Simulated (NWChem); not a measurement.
System: C₃H₅FSi; SMILES C(=C=C[SiH3])F

Output (shortened):

```
             Northwest Computational Chemistry Package (NWChem) 7.3.0
             --------------------------------------------------------

                             Geometry "geometry" -> ""
                             -------------------------

 Output coordinates in angstroms (scale by  1.889725989 to convert to a.u.)

  No.       Tag          Charge          X              Y              Z
 ---- ---------------- ---------- -------------- -------------- --------------
    1 F                    9.0000    -0.52720900     2.71916000     0.25550100
    2 C                    6.0000     0.20547700     1.83650300    -0.45873900
    3 C                    6.0000     0.51289600     0.62770900    -0.02321400
    4 C                    6.0000     0.79562900    -0.60515500     0.35188300
    5 Si                  14.0000    -0.32933900    -2.07413600    -0.03290800
    6 H                    1.0000     0.52991800     2.23040300    -1.43742000
    7 H                    1.0000     1.72931400    -0.79151900     0.92222900
    8 H                    1.0000     0.42807100    -3.09818100    -0.83604200
    9 H                    1.0000    -1.52275500    -1.59657400    -0.80709000
   10 H                    1.0000    -0.77279100    -2.72761400     1.24860900

 Effective nuclear repulsion energy (a.u.)     187.4314127133

  pbe96 is a nonlocal functional; adding pw91lda local functional.

                                 NWChem DFT Module
                                 -----------------

 Summary of "ao basis" -> "ao basis" (spherical)
 ------------------------------------------------------------------------------
       Tag                 Description            Shells   Functions and Types
 ---------------- ------------------------------  ------  ---------------------
 F                           6-31g*                  6       14   3s2p1d
 C                           6-31g*                  6       14   3s2p1d
 Si                          6-31g*                  8       18   4s3p1d
 H                           6-31g*                  2        2   2s

 in cosmo_initialize ...
 calling solv_data for solv:dmf

 solvent parameters
 solvname_short: dmf
 solvname_long:  N,N-dimethylformamide
 dielec:       37.2190
 dielecinf:     2.0463
 nonaqueous SMD model solvent descriptors
 dielec:       37.2190
 sola:          0.0000
 solb:          0.7400
 solc:          0.0000
 solg:         49.5600
 solh:          0.0000
 soln:          1.4305

          ---------------
          -cosmo- solvent
          ---------------
 Cosmo: York-Karplus, doi: 10.1021/jp992097l
 dielectric constant -eps-     =  37.22
 screen = (eps-1)/(eps    )    =   0.97313
 surface charge correction     = lagrangian

   van der Waals surface
 --------------------------

 ---------- ATOMIC COORDINATES (A.U.) ------------ VDWR(ANG.) --
     1   -0.99628055    5.13846732    0.48282688     1.730
     2    0.38829523    3.47048745   -0.86689101     1.850
     3    0.96923290    1.18619801   -0.04386810     1.850
     4    1.50352080   -1.14357713    0.66496245     1.850
     5   -0.62236047   -3.91954870   -0.06218710     2.470
     6    1.00139982    4.21485051   -2.71632993     1.200
     7    3.26792961   -1.49575402    1.74276011     1.200
     8    0.80893689   -5.85471315   -1.57989029     1.200
     9   -2.87758970   -3.01708738   -1.52517895     1.200
    10   -1.46036324   -5.15444306    2.35952888     1.200
 number of segments per atom =        128
 number of   points per atom =        128
 atom (   nspa,  nppa )
 ----------------------
    1 (     88,     0 )       0
    2 (     48,     0 )       0
    3 (     52,     0 )       0
    4 (     35,     0 )       0
    5 (     97,     0 )       0
    6 (     56,     0 )       0
    7 (     56,     0 )       0
    8 (     36,     0 )       0
    9 (     33,     0 )       0
   10 (     34,     0 )       0
 number of -cosmo- surface points =      535
 molecular surface =    135.934 angstrom**2
 molecular volume  =    115.263 angstrom**3
 -lineq- algorithm             =   0
 -bem- low  level              =   3
 -bem- from -octahedral-
 gaussian surface charge width =   4.50000
 degree of switching           =   1.00000
 switching function tolerance  =   0.00010
 atomic radii =
 --------------
    1  9.000  1.730
    2  6.000  1.850
    3  6.000  1.850
    4  6.000  1.850
    5 14.000  2.470
    6  1.000  1.200
    7  1.000  1.200
    8  1.000  1.200
    9  1.000  1.200
   10  1.000  1.200
 ...... end of -cosmo- initialization ......

 nat:                    10
 ixmem:                  5529
 calling mnsol_interface()
 G(SMD-CDS) energy (kcal/mol)  =     1.671
 SMD-CDS SASA (angstrom**2)    =   157.369

            General Information
            -------------------
          SCF calculation type: DFT
          Wavefunction type:  closed shell.
          No. of atoms     :    10
          No. of electrons :    46
           Alpha electrons :    23
            Beta electrons :    23
          Charge           :     0
          Spin multiplicity:     1
          Use of symmetry is: off; symmetry adaption is: off
          Maximum number of iterations: 150
          AO basis - number of functions:    84
                     number of shells:    42
          Convergence on energy requested:  1.00D-06
          Convergence on density requested:  1.00D-05
          Convergence on gradient requested:  5.00D-04

              XC Information
              --------------
          PerdewBurkeErnzerhof Exchange Functional  1.000
            Perdew 1991 LDA Correlation Functional  1.000 local
           PerdewBurkeErnz. Correlation Functional  1.000 non-local

             Grid Information
             ----------------
          Grid used for XC integration:  medium
          Radial quadrature: Mura-Knowles
          Angular quadrature: Lebedev.
          Tag              B.-S. Rad. Rad. Pts. Rad. Cut. Ang. Pts.
          ---              ---------- --------- --------- ---------
          F                   0.50       49          13.0       434
          C                   0.70       49          12.0       434
          Si                  1.10       88          11.0       590
          H                   0.35       45          13.0       434
          Grid pruning is: on
          Number of quadrature shells:   509
          Spatial weights used:  Erf1

      Superposition of Atomic Density Guess
      -------------------------------------

 Sum of atomic energies:        -503.66156468

      Non-variational initial energy
      ------------------------------

 Total energy =    -505.747693
 1-e energy   =   -1066.299129
 2-e energy   =     373.120023
 HOMO         =      -0.236857
 LUMO         =      -0.015516

   convergence    iter        energy       DeltaE   RMS-Dens  Diis-err
 ---------------- ----- ----------------- --------- --------- ---------
     COSMO gas phase
 d= 0,ls=0.0,diis     1   -506.0724716788 -6.94D+02  1.99D-02  6.51D-01
 d= 0,ls=0.0,diis     2   -506.0195897860  5.29D-02  1.08D-02  1.30D+00
 d= 0,ls=0.0,diis     3   -506.1367333716 -1.17D-01  3.07D-03  9.52D-02
 d= 0,ls=0.0,diis     4   -506.1435874434 -6.85D-03  1.53D-03  1.40D-02
 d= 0,ls=0.0,diis     5   -506.1450188708 -1.43D-03  6.17D-04  6.16D-03
  Resetting Diis
 d= 0,ls=0.0,diis     6   -506.1458512607 -8.32D-04  1.34D-04  6.94D-05
 d= 0,ls=0.0,diis     7   -506.1458619444 -1.07D-05  7.96D-05  5.10D-06
 d= 0,ls=0.0,diis     8   -506.1458588657  3.08D-06  5.15D-05  2.61D-05
 d= 0,ls=0.0,diis     9   -506.1458626635 -3.80D-06  1.03D-05  1.05D-06
 d= 0,ls=0.0,diis    10   -506.1458628080 -1.45D-07  1.97D-06  3.31D-08

   convergence    iter        energy       DeltaE   RMS-Dens  Diis-err
 ---------------- ----- ----------------- --------- --------- ---------
     COSMO solvation phase
 d= 0,ls=0.0,diis     1   -506.1465135042 -6.51D-04  1.96D-03  1.56D-03
 d= 0,ls=0.0,diis     2   -506.1468445329 -3.31D-04  5.54D-04  1.66D-03
 d= 0,ls=0.0,diis     3   -506.1470068265 -1.62D-04  1.99D-04  4.21D-04
 d= 0,ls=0.0,diis     4   -506.1470429827 -3.62D-05  8.92D-05  1.03D-04
 d= 0,ls=0.0,diis     5   -506.1470565673 -1.36D-05  2.66D-05  8.26D-06
 d= 0,ls=0.0,diis     6   -506.1470573312 -7.64D-07  9.41D-06  1.09D-06

         Total DFT energy =     -506.147057331232
      One electron energy =    -1069.701769040404
           Coulomb energy =      425.006898573483
    Exchange-Corr. energy =      -49.019812767671
 Nuclear repulsion energy =      187.431412713324

             COSMO energy =        0.136213190036

 Numeric. integr. density =       46.000000486508

                                COSMO-SMD solvation results
                                ---------------------------

             internal energy in gas <Psi(g)|H|Psi(g)> =      -506.145862807968
         internal energy in solvent <Psi(s)|H|Psi(s)> =      -506.145205776102
                               delta internal energy  =         0.000657031866 (    0.41 kcal/mol)
   total free energy in solvent <Psi(s)|H+V/2|Psi(s)> =      -506.149720662873
 polarization energy contribution <Psi(s)|V/2|Psi(s)> =        -0.004514886771 (   -2.83 kcal/mol)
    total free energy in solvent including G(SMD-CDS) =      -506.147057331232
                       G(SMD-CDS) energy contribution =         0.002663331640 (    1.67 kcal/mol)
     1 M fixed-concentration free energy of solvation =        -0.001194523265 (   -0.75 kcal/mol)

                       DFT Final Molecular Orbital Analysis
                       ------------------------------------

 Vector   21  Occ=2.000000D+00  E=-3.064038D-01
              MO Center= -7.7D-01, -1.8D+00, -3.0D-01, r^2= 2.8D+00
   Bfn.  Coefficient  Atom+Function         Bfn.  Coefficient  Atom+Function
  ----- ------------  ---------------      ----- ------------  ---------------
    82      0.305192   9 H  s                81      0.281745   9 H  s
    63     -0.270603   5 Si px               64      0.209409   5 Si py
    65     -0.201968   5 Si pz               84     -0.140746  10 H  s
    80     -0.130832   8 H  s                83     -0.130778  10 H  s
    79     -0.121752   8 H  s                59      0.112775   5 Si px

 Vector   22  Occ=2.000000D+00  E=-2.538896D-01
              MO Center=  4.9D-01, -2.6D-01,  1.1D-01, r^2= 3.1D+00
   Bfn.  Coefficient  Atom+Function         Bfn.  Coefficient  Atom+Function
  ----- ------------  ---------------      ----- ------------  ---------------
    33      0.327500   3 C  pz               47      0.319421   4 C  pz
    51      0.217551   4 C  pz               45     -0.185512   4 C  px
    37      0.181809   3 C  pz               31     -0.179938   3 C  px
    80      0.168033   8 H  s                84     -0.166417  10 H  s
    49     -0.129757   4 C  px               35     -0.117800   3 C  px

 Vector   23  Occ=2.000000D+00  E=-2.097915D-01
              MO Center=  2.7D-01,  1.0D+00, -8.0D-02, r^2= 3.0D+00
   Bfn.  Coefficient  Atom+Function         Bfn.  Coefficient  Atom+Function
  ----- ------------  ---------------      ----- ------------  ---------------
    17      0.317285   2 C  px               31      0.296216   3 C  px
     3     -0.245951   1 F  px               35      0.210248   3 C  px
     7     -0.192588   1 F  px               21      0.193134   2 C  px
    19      0.158777   2 C  pz               64      0.153723   5 Si py
    33      0.146074   3 C  pz               78     -0.141615   7 H  s

 Vector   24  Occ=0.000000D+00  E=-6.187931D-02
              MO Center=  4.6D-01,  1.4D-01,  6.1D-02, r^2= 3.3D+00
   Bfn.  Coefficient  Atom+Function         Bfn.  Coefficient  Atom+Function
  ----- ------------  ---------------      ----- ------------  ---------------
    51     -0.385991   4 C  pz               33      0.359559   3 C  pz
    47     -0.320532   4 C  pz               37      0.311578   3 C  pz
    84      0.236885  10 H  s                80     -0.229199   8 H  s
    35     -0.227488   3 C  px               49      0.212278   4 C  px
     6     -0.199921   1 F  s                31     -0.199514   3 C  px

 Vector   25  Occ=0.000000D+00  E=-1.317185D-02
              MO Center=  2.5D-01,  3.4D-01, -1.1D-01, r^2= 4.9D+00
   Bfn.  Coefficient  Atom+Function         Bfn.  Coefficient  Atom+Function
  ----- ------------  ---------------      ----- ------------  ---------------
    21      0.398677   2 C  px               78      0.360510   7 H  s
    17      0.358433   2 C  px               35     -0.359674   3 C  px
    68     -0.359200   5 Si py               31     -0.336594   3 C  px
    67     -0.315155   5 Si px               62     -0.264184   5 Si s
    23      0.194101   2 C  pz               63     -0.194171   5 Si px

 Vector   26  Occ=0.000000D+00  E= 1.491197D-02
              MO Center= -2.1D-01, -1.7D+00, -2.7D-02, r^2= 5.4D+00
   Bfn.  Coefficient  Atom+Function         Bfn.  Coefficient  Atom+Function
  ----- ------------  ---------------      ----- ------------  ---------------
    68      0.940420   5 Si py               48     -0.819311   4 C  s
    67      0.618218   5 Si px               50      0.469436   4 C  py
    78      0.375408   7 H  s                80      0.339113   8 H  s
    84      0.320258  10 H  s                66      0.276003   5 Si s
    20     -0.247242   2 C  s                64      0.227779   5 Si py

     Multipole analysis of the density
     ---------------------------------

     L   x y z        total         alpha         beta         nuclear
     -   - - -        -----         -----         ----         -------
     0   0 0 0     -0.000000    -23.000000    -23.000000     46.000000

     1   1 0 0      0.461033      0.116999      0.116999      0.227035
     1   0 1 0     -0.357425     -0.750726     -0.750726      1.144027
     1   0 0 1     -0.242350     -0.261641     -0.261641      0.280932

     2   2 0 0    -26.919082    -42.064601    -42.064601     57.210120
     2   1 1 0      0.530988     -1.509634     -1.509634      3.550255
     2   1 0 1      0.453615     -1.061504     -1.061504      2.576624
     2   0 2 0    -28.447929   -329.834166   -329.834166    631.220402
     2   0 1 1     -2.373212      3.588900      3.588900     -9.551012
     2   0 0 2    -26.637177    -28.384137    -28.384137     30.131096
```

Level: PBE/6-31G* (spherical d), SMD on the gas-phase geometry. The geometry was optimised at PBE-D3(BJ)/def2-SVP. Solvent: N,N-dimethylformamide.

Q: Which NWChem input produces such a log?

A: Several could match; the one computed here: the input that was run:
```
start job
memory heap 200 mb stack 900 mb global 1100 mb
geometry units angstroms noautosym nocenter noautoz
  F     -0.527209     2.719160     0.255501
  C      0.205477     1.836503    -0.458739
  C      0.512896     0.627709    -0.023214
  C      0.795629    -0.605155     0.351883
  Si    -0.329339    -2.074136    -0.032908
  H      0.529918     2.230403    -1.437420
  H      1.729314    -0.791519     0.922229
  H      0.428071    -3.098181    -0.836042
  H     -1.522755    -1.596574    -0.807090
  H     -0.772791    -2.727614     1.248609
end
basis spherical
  * library 6-31g*
end
dft
  xc xpbe96 cpbe96
  iterations 150
end
cosmo
  do_cosmo_smd true
  solvent dmf
end
task dft energy
```
